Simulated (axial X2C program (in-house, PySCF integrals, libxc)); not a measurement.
**Spin–orbit effects down a group: molecules with I, PBE0**

Computed with an in-house all-electron X2C program for linear molecules (integrals from PySCF), spin-free (one-electron X2C) or two-component (2c: spin–orbit coupling with atomic mean-field Coulomb and Gaunt terms, which also bring small scalar terms), in Dyall basis sets with cores contracted in-house; open shells are unrestricted.

Basis sets: H dyall-v3z, I dyall-cv3z, Li dyall-cv3z, Na dyall-cv3z.

| molecule | spin-free state | Re (Å) | ωe (cm⁻¹) | De (eV) | 2c state | Re 2c (Å) | ωe 2c (cm⁻¹) | De 2c (eV) |
| --- | --- | --- | --- | --- | --- | --- | --- | --- |
| HI | M_S = 0, Λ = 0 | 1.611 | 2336.7 | 3.37 | Ω = 0 | 1.615 | 2313.2 | 3.12 |
| LiI | M_S = 0, Λ = 0 | 2.391 | 498.0 | 3.70 | Ω = 0 | 2.393 | 495.7 | 3.44 |
| NaI | M_S = 0, Λ = 0 | 2.713 | 258.6 | 3.24 | Ω = 0 | 2.716 | 257.2 | 2.97 |

(1) Work out the shifts from the spin-free to the two-component result.

Each entry is the lowest single determinant of a limited PBE0 search at one distance. De goes to single-determinant-based atoms at the same level (for ions the charge split of lowest energy) and is withheld (n/a) where an atom does not fit its ground term or J level. Main or longest-lived isotopes. The functionals have no current term, which raises determinants with orbital currents.

## Answers

(1) 

```tsv
molecule	2c state	ΔRe (Å)	Δωe (cm⁻¹)	ΔDe (eV)
HI	Ω = 0	0.004	-23.5	-0.25
LiI	Ω = 0	0.002	-2.3	-0.26
NaI	Ω = 0	0.003	-1.4	-0.27
```

Shifts of one unit in the last digit are rounding.
